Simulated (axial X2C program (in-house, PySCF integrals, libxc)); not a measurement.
TbBr: from the spin-free to the two-component result

Calculated with an in-house relativistic program for diatomic molecules. Spin-free means the one-electron spin-free X2C Hamiltonian; two-component (2c) means X2C with spin–orbit coupling and atomic mean-field two-electron Coulomb and Gaunt terms, so the difference of the two also holds small scalar two-electron terms. Basis: Tb dyall-cv3z [13s13p10d7f3g], Br dyall-cv3z [8s9p6d4f1g] (cores contracted in-house); Gaussian nuclei, density fitting, unrestricted open shells. Masses: Tb 158.925 u, Br 78.918 u.

Spin-free state: M_S = 3, Λ = 2 (beyond evenly filled blocks: σα, π+α, π-α, δ+α, δ+β, δ-α, φ+α, φ-α); fragments Tb + Br.

```
level  Re (Å)  ωe (cm⁻¹)  De (eV)  μ (D)
 PBE0   2.563      224.5    4.347  -2.92
   HF   2.654      218.7    6.345  -2.60
TPSSh   2.606      211.2    4.337  -3.56
 BLYP   2.638      203.5    4.049  -3.70
  PBE   2.604      211.1    4.325  -3.46
```

Dipoles are positive if Br is the positive end.

Two-component determinant lowest at the distance of the search:

Ω = 5 (⟨Sz⟩ = 2.97, ⟨Lz⟩ = 2.03 at PBE0); fragments Tb + Br.

| level | Re (Å) | ωe (cm⁻¹) | μ (D) |
| --- | --- | --- | --- |
| PBE0 | 2.565 | 223.4 | -2.95 |
| HF | 2.654 | 219.6 | -2.55 |
| TPSSh | 2.607 | 210.9 | -3.56 |
| BLYP | 2.639 | 203.2 | -3.69 |
| PBE | 2.605 | 210.9 | -3.46 |

**Question.** From the two tables, how do the constants change at the PBE0 level (2c against spin-free)?

**Answer.** At the PBE0 level Re increases by 0.002 Å and ωe decreases by 1.1 cm⁻¹.

The state is one determinant whose occupation by symmetry is held fixed; it was picked as the lowest of a PBE0 search that is not exhaustive. Dissociation energies refer to the lowest single-determinant-based atoms at the same level and basis. De is not given where an atomic determinant may have missed its ground term or J level, or where the truncated virtual space spoils (T). Density functionals use the spin component along the axis (collinear). Other states lie close and PBE0, whose exact exchange favours high spin, may order them wrongly; the determinant shown need not be the ground state. The nearest other spin-free determinant of the search, M_S = 3, Λ = 3, lies 0.15 eV up at the distance of the search. The functionals have no current-density term, which raises determinants with orbital currents, atoms included. With several unpaired electrons one determinant need not be a pure state. Open-shell Ω = 0 determinants with evenly filled partner blocks cannot be reached by this program, so the Ω shown need not be the lowest component. At some level and bond length an empty orbital lies below a filled one. The determinant is spin-polarised beyond a pure state at some levels (its spin-free form has ⟨S²⟩ too high), which makes Re and μ there less reliable.
